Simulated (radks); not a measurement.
Results of a calculation; reference values are marked as such.
Task: Coherent X-ray form factor from a spherical all-electron density. Level of theory: scalar-relativistic Kohn-Sham, LDA (Slater exchange, Perdew-Wang correlation), spin-unpolarised, spherical densities, point nucleus (a radial shooting solver on a logarithmic mesh with Libxc functionals).

sin(theta)/lambda (1/angstrom)  f0 (electrons)
0.05                                    49.444
0.1                                     47.886
0.15                                    45.610
0.2                                     42.956
0.25                                    40.209
0.3                                     37.550
0.4                                     32.771
0.5                                     28.747
0.6                                     25.414
0.8                                     20.607
1                                       17.580
1.25                                    14.853
1.5                                     12.452
2                                        8.532

The species is in the configuration that NIST lists as its ground one. Which atom or ion scatters so?

Result: The xenon ion Xe4+, [Kr] 4d10 5s2 5p2. Extrapolating in s^2 from the first two rows gives f0(0) = 50.0, near the electron count 50; among species with that count, the fall with angle is slower the higher Z, and the table is that of Z = 54; from so few rows the species is fixed only to a neighbour or two.
